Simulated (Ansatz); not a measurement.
```yaml
crystal:
  periodic: [false, false, false]
  atoms:
    - {symbol: Ga, position_ang: [0.637435, 0.609988, 0.004504]}
    - {symbol: Ga, position_ang: [-1.851566, -1.771788, -0.013008]}
    - {symbol: O, position_ang: [-0.577843, -0.554758, -0.006271]}
    - {symbol: O, position_ang: [1.791975, 1.716568, 0.014784]}
basis:
  gaussian: {orbitals: def2-mTZVP}
hamiltonian: {xc: {name: revPBE}, dispersion: d3bjatm}
```

```sh
$ ansatz run in.yaml --threads 4 --pin off --events-out ev --progress --plain --max-ram 3916MiB
```

Output, abridged:

```
Functional definition: revPBE
1054 factors; their error is unknown
mean field evaluation 1: about -108821.6617 eV, gradient 1.2e2 eV
mean field evaluation 2: about -108537.3223 eV, gradient 2.6e2 eV
mean field evaluation 4: about -108841.2963 eV, gradient 3.8e1 eV
mean field evaluation 8: about -108843.6322 eV, gradient 4.8e0 eV
mean field evaluation 16: about -108843.6451 eV, gradient 1.4e-4 eV
mean field -108843.64509496 eV, -3999.9301803674 hartree, gradient 4.2e-5 eV, S^2 0.000000; 0 other end points of the search recorded, 0 dependent functions left out
reference -108843.64513920 eV, -3999.9301819930 hartree; 39, 39 occupied and 81, 81 virtual orbitals, 1054 factors
Total energy: -108843.81901879 eV, -3999.9365719501 hartree
```

It took 0.7 s on 4 threads of Arm Neoverse V2 on a shared host.
